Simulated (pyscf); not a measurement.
Single points on ωB97X-D3(BJ)/def2-SVP structures (PySCF, gas phase). Correlated levels are frozen-core, on RHF or UHF. ΔMP2 is the change of the MP2 total energy from the triple- to the quadruple-zeta basis. Singlets are restricted, triplets unrestricted.

Singlet (Å):
```xyz
2

Ga     0.2776    -0.2529     0.6383
H     -0.7678     0.5274     1.6871
```

Triplet (Å):
```xyz
2

Ga     1.4252    -2.1034    -0.4929
H      0.4741    -1.2108    -1.4228
```

### Question
For these two minima of GaH, which spin state lies lower at CCSD(T)/def2-TZVPP + ΔMP2(QZVPP), and by how much (electronic energies)?

### Answer
The singlet, by 50.1 kcal/mol. Zero-point energy shifts E(triplet) − E(singlet) by +0.1 kcal/mol. 

E(triplet) − E(singlet) by level (kcal/mol):

```json
[
 {"level": "ωB97X-D3(BJ)/def2-TZVP", "gap": "+51.2"},
 {"level": "PBE/def2-TZVP", "gap": "+47.5"},
 {"level": "r²SCAN/def2-TZVP", "gap": "+42.9"},
 {"level": "B3LYP-D3(BJ)/def2-TZVP", "gap": "+50.7"},
 {"level": "PBE0-D3(BJ)/def2-TZVP", "gap": "+45.6"},
 {"level": "M06-2X/def2-TZVP", "gap": "+46.7"},
 {"level": "ωB97M-D3(BJ)/def2-TZVP", "gap": "+50.9"},
 {"level": "HF/def2-TZVP", "gap": "+32.3"},
 {"level": "MP2/def2-QZVPP", "gap": "+47.4"},
 {"level": "CCSD/def2-TZVPP", "gap": "+46.9"},
 {"level": "CCSD(T)/def2-TZVPP", "gap": "+47.3"},
 {"level": "CCSD(T)/def2-TZVPP + ΔMP2(QZVPP)", "gap": "+50.1"}
]
```

The triplet is the lowest one reached from the SCF start used. The CCSD(T) − MP2 part came from Ansatz, without density fitting, on the same reference. The frozen core leaves the outer d or s,p core shells of the metals and heavy elements correlated in the MP2 and CC values, and def2-TZVPP describes them poorly, which can shift differences by a few kcal/mol. The term symbol of open-shell GaH was not checked; spin-orbit terms are left out. Elements up to Kr have no core potential and no relativistic terms here.
